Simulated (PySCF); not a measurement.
ClK (SMILES [Cl][K]), singlet, at a GFN2-xTB geometry (such geometries of metal compounds can be far from the true shape), atoms displaced at random by about 0.1 Å a coordinate; PBE0/6-31G (PySCF).

Input for PySCF:
```python
from pyscf import gto, scf, dft
from pyscf.geomopt import geometric_solver

mol = gto.M(
    atom='''
K    -0.04890037   -0.10596958   -1.30965013
Cl    0.00215939   -0.01282848    1.36387516
''',
    basis='6-31g',
    verbose=3,
)

def method(m):
    mf = dft.RKS(m)
    mf.xc = 'pbe0'
    return mf

conv, mol_eq = geometric_solver.kernel(method(mol), maxsteps=100, coordsys='prim')
print('optimisation converged:', conv)
print(mol_eq.tostring(format='xyz'))
mf = method(mol_eq)
mf.kernel()
```

What the program printed (banner, timings and long lists left out):

```
Custom engine selected.
Bonds will be generated from interatomic distances less than 1.20 times sum of covalent radii
1 internal coordinates being used (instead of 6 Cartesians)
Internal coordinate system (atoms numbered from 1):
Distance 1-2
<class 'geometric.internal.Distance'> : 1
> ===== Optimization Info: ====
> Job type: Energy minimization
> Maximum number of optimization cycles: 100
> Initial / maximum trust radius (Angstrom): 0.100 / 0.300
> Convergence Criteria:
> Will converge when all 5 criteria are reached:
>  |Delta-E| < 1.00e-06
>  RMS-Grad  < 3.00e-04
>  Max-Grad  < 4.50e-04
>  RMS-Disp  < 1.20e-03
>  Max-Disp  < 1.80e-03
> === End Optimization Info ===

Geometry optimization cycle 1
Cartesian coordinates (Angstrom)
 Atom        New coordinates             dX        dY        dZ
   K  -0.048900  -0.105970  -1.309650    0.000000  0.000000  0.000000
  Cl   0.002159  -0.012828   1.363875    0.000000  0.000000  0.000000

WARN: Mole.unit (angstrom) is changed to Bohr

converged SCF energy = -1059.8052049778
--------------- RKS_Scanner gradients ---------------
         x                y                z
0 K     0.0002569389     0.0004686410     0.0134466238
1 Cl    -0.0002796188    -0.0004923181    -0.0134433587
----------------------------------------------
cycle 1: E = -1059.80520498  dE = -1059.81  norm(grad) = 0.01903
Step    0 : Gradient = 1.346e-02/1.346e-02 (rms/max) Energy = -1059.8052049778
Hessian Eigenvalues: 6.49850e-02

Geometry optimization cycle 2
Cartesian coordinates (Angstrom)
 Atom        New coordinates             dX        dY        dZ
   K  -0.049946  -0.107877  -1.364394   -0.001046 -0.001907 -0.054744
  Cl   0.003205  -0.010921   1.418620    0.001046  0.001907  0.054744
converged SCF energy = -1059.80666069864
--------------- RKS_Scanner gradients ---------------
         x                y                z
0 K     0.0000265111     0.0000483700     0.0014013016
1 Cl    -0.0000516034    -0.0000744467    -0.0014002543
----------------------------------------------
cycle 2: E = -1059.8066607  dE = -0.00145572  norm(grad) = 0.00198384
Step    1 : Displace = 5.479e-02/5.479e-02 (rms/max) Trust = 1.000e-01 (=) Grad = 1.403e-03/1.403e-03 (rms/max) E (change) = -1059.8066606986 (-1.456e-03) Quality = 1.045
Along Distance 1-2 1.000
Hessian Eigenvalues: 5.82115e-02

Geometry optimization cycle 3
Cartesian coordinates (Angstrom)
 Atom        New coordinates             dX        dY        dZ
   K  -0.050068  -0.108099  -1.370764   -0.000122 -0.000222 -0.006370
  Cl   0.003327  -0.010699   1.424990    0.000122  0.000222  0.006370
converged SCF energy = -1059.80668086104
--------------- RKS_Scanner gradients ---------------
         x                y                z
0 K     0.0000051918     0.0000094988     0.0002879741
1 Cl    -0.0000313025    -0.0000351129    -0.0002858512
----------------------------------------------
cycle 3: E = -1059.80668086  dE = -2.01624e-05  norm(grad) = 0.00040862
Step    2 : Displace = 6.375e-03/6.375e-03 (rms/max) Trust = 1.414e-01 (+) Grad = 2.889e-04/2.897e-04 (rms/max) E (change) = -1059.8066808610 (-2.016e-05) Quality = 1.193
Along Distance 1-2 1.000
Hessian Eigenvalues: 4.62663e-02

Geometry optimization cycle 4
Cartesian coordinates (Angstrom)
 Atom        New coordinates             dX        dY        dZ
   K  -0.050099  -0.108156  -1.372409   -0.000031 -0.000057 -0.001645
  Cl   0.003358  -0.010642   1.426634    0.000031  0.000057  0.001645
converged SCF energy = -1059.80668174749
--------------- RKS_Scanner gradients ---------------
         x                y                z
0 K    -0.0000001500    -0.0000002413     0.0000089861
1 Cl    -0.0000261395    -0.0000252357    -0.0000068889
----------------------------------------------
cycle 4: E = -1059.80668175  dE = -8.86444e-07  norm(grad) = 3.80578e-05
Step    3 : Displace = 1.646e-03/1.646e-03 (rms/max) Trust = 2.000e-01 (+) Grad = 2.691e-05/3.698e-05 (rms/max) E (change) = -1059.8066817475 (-8.864e-07) Quality = 0.990
Along Distance 1-2 1.000
Hessian Eigenvalues: 4.48815e-02

Geometry optimization cycle 5
Cartesian coordinates (Angstrom)
 Atom        New coordinates             dX        dY        dZ
   K  -0.050100  -0.108158  -1.372460   -0.000001 -0.000002 -0.000051
  Cl   0.003359  -0.010640   1.426685    0.000001  0.000002  0.000051
converged SCF energy = -1059.80668174719
--------------- RKS_Scanner gradients ---------------
         x                y                z
0 K    -0.0000003082    -0.0000005298     0.0000007221
1 Cl    -0.0000259860    -0.0000249429     0.0000013721
----------------------------------------------
cycle 5: E = -1059.80668175  dE = 2.93767e-10  norm(grad) = 3.60583e-05
Step    4 : Displace = 5.078e-05/5.078e-05 (rms/max) Trust = 2.828e-01 (+) Grad = 2.550e-05/3.605e-05 (rms/max) E (change) = -1059.8066817472 (+2.938e-10) Quality = -0.355
Along Distance 1-2 1.000
Hessian Eigenvalues: 4.48815e-02
Converged! =D

optimisation converged: True
2
XYZ from PySCF
K          -0.05009993       -0.10815777       -1.37245988
Cl          0.00335895       -0.01064029        1.42668491
converged SCF energy = -1059.80668174722
```
